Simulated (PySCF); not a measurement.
# C₆ coefficients of unlike pairs at revPBE

Calculated with PySCF 2.14 from the dipole response of each species, C₆(A,B) = (3/π) ∫ α_A(iu) α_B(iu) du, in atomic units, from isotropic polarisabilities. For ions this is the dispersion term alone; charge-induced terms of lower order in 1/R come first.

| species | configuration | basis | relativity | α (bohr³) | C₆ (like pair) |
| --- | --- | --- | --- | --- | --- |
| Si⁺ | [Ne] 3s2 3p1 (2P) | dyall-acv3z (19s12p6d4f) | none | 19.28 | 102.3 |
| In²⁺ | [Kr] 4d10 5s1 (2S) | aug-cc-pVQZ-DK3 (9s8p6d3f2g) | spin-free X2C | 13.54 | 61.62 |
| Ar⁺ | [Ne] 3s2 3p5 (2P) | x2c-TZVPPall with one added diffuse shell each of s, p, d type (6s6p4d1f) | spin-free X2C | 7.060 | 31.96 |

Estimate C₆ for Ar⁺ with In²⁺.

The integral gives 43.30. The combination rule 2 C_A C_B / (C_A α_B/α_A + C_B α_A/α_B) gives 42.16 and the geometric mean 44.38.

No spin-orbit coupling is included.

The other pairs:

```json
{"pair": "In²⁺, Si⁺", "C₆": "77.54"}
{"pair": "Ar⁺, Si⁺", "C₆": "52.72"}
```
